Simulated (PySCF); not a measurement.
# NMR data sheet: C$_{3}$H$_{2}$F$_{3}$N$_{3}$Si

* Formula: C3H2F3N3Si
* SMILES: N#C[Si](N)(C#N)C(F)(F)F
* InChI: InChI=1S/C3H2F3N3Si/c4-3(5,6)10(9,1-7)2-8/h9H2
* Point group of the computed structure: C1
* Degrees of unsaturation: 4
* Carbon signals: 2
* Proton signals: 1

Bonds (- single, = double, # triple, : aromatic): N1#C2 1.144 Å, C2-Si3 1.871 Å, Si3-N4 1.699 Å, Si3-C5 1.864 Å, C5#N6 1.143 Å, Si3-C7 1.942 Å, C7-F8 1.342 Å, C7-F9 1.351 Å, C7-F10 1.345 Å. N4 carries H11, H12.

How the numbers were obtained: shielding tensors at PBE0/pcSseg-1 (GIAO), GFN2-xTB structure, in PySCF (equivalent nuclei averaged, in vacuum, one conformer, non-relativistic).

Referencing at the same level of theory: $^{1}$H (31.72 ppm), $^{13}$C (186.93 ppm), $^{29}$Si (349.16 ppm) vs TMS; CFCl3 for $^{19}$F (170.95 ppm); NH3 for $^{15}$N (267.73 ppm).

| carbon | δC, type | δH (multiplicity) | HMBC from (2–3 bonds) | span of the C tensor (ppm) |
| --- | --- | --- | --- | --- |
| C2/C5 | 119.9, C | – | – | 334 |
| C7 | 135.0, C | – | – | 3 |

Other nuclei:
```csv
atoms,nucleus,environment,δ (ppm),σ (ppm)
H11/H12,$^{1}$H,hydrogen on a nitrogen bonded to Si,1.67,30.05
F8/F9/F10,$^{19}$F,fluorine of a CF3 group,-73.1,244.0
Si3,$^{29}$Si,"silicon bonded to 3 C, N",-83.4,432.6
N1/N6,$^{15}$N,nitrile nitrogen,368.4,-100.7
N4,$^{15}$N,"nitrogen bonded to Si, 2 H",18.1,249.6
```

1. Carbon types of the structure: 3 × C, leaving 2 H on heteroatoms.
2. δC 135.0: CF3 carbon; 3 electronegative neighbours deshield it.
3. δC 119.9: nitrile carbon; C≡N carbons fall here, among the sp2 signals but without a proton.
4. δH 1.67: hydrogen on a nitrogen bonded to Si; labile proton, position sensitive to the medium.

OH and NH positions are those of a molecule without intermolecular hydrogen bonds; in solution they move with solvent, concentration and temperature, and exchange usually removes their couplings. Splittings by $^{19}$F in the carbon and heteronuclear signals aren't shown, as no couplings were computed. Shifts are as computed. Against solution values, carbons near 30 ppm lie about +3 ppm off and those near 130 ppm about +5 ppm. Of 1309 compounds with measured shifts, 239 miss one by over three times the rms of a fit or turn the order of signals round; such compounds aren't used in these exercises. Unscaled 19F shifts against computed CFCl3 carry errors that often reach 10 to 50 ppm. Experimental scales use liquid or dissolved standards, which lie at an offset from isolated NH3 (liquid NH3: subtract about 20 ppm). Unscaled 15N shifts of sp2 nitrogen come out 20 to 40 ppm too high even then.
